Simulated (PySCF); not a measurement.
Potassium bromide, KBr.
Atom-mapped SMILES: `[K:1][Br:2]`

Geometry (PBE0-D3(BJ)/def2-TZVP, Å), atoms numbered from 1 in this order:
```
atom  x, y, z in Å
K1    -1.126   -0.745    0.451
Br2    1.143    0.716   -0.463
```

Method used: PBE0-D3(BJ)/def2-TZVP geometry optimisation, gas phase (PySCF 2.14.0).

Masses are those of the commonest isotopes; rigid-rotor values at the optimised geometry. 

(1) What are the moment of inertia and the rotational constant?

(2) List the first levels of a rigid rotor in a Σ state.

(3) Where do the first rotational lines fall?

(4) Estimate the classical rotational partition function at 10 K, 200 K and 500 K.

## Answers

(1) I = 211.765 u·Å², B = 505379 MHz·u·Å²/I = 2387 MHz (0.0796 cm⁻¹, or 0.115 K as hB/k). For two atoms I = μr² with μ = 26.0850 u and r = 2.8493 Å.

(2) E(J) = BJ(J+1): J = 1: 0.159, J = 2: 0.478, J = 3: 0.955, J = 4: 1.592, J = 5: 2.388, J = 6: 3.343 cm⁻¹.

(3) The dipole is 10.61 D; J+1 ← J lies at 2B(J+1): 1 ← 0 at 4.77 GHz, 2 ← 1 at 9.55 GHz, 3 ← 2 at 14.32 GHz, 4 ← 3 at 19.09 GHz, 5 ← 4 at 23.87 GHz, 6 ← 5 at 28.64 GHz.

(4) Point group C∞v, symmetry number σ = 1; q = kT/(σhB), k/h = 20836.6 MHz/K: 87.3 at 10 K, 1750 at 200 K, 4370 at 500 K.

No frequency check. These are rigid-rotor constants of the computed structure; measured ground-state constants (B0) also hold zero-point vibration.
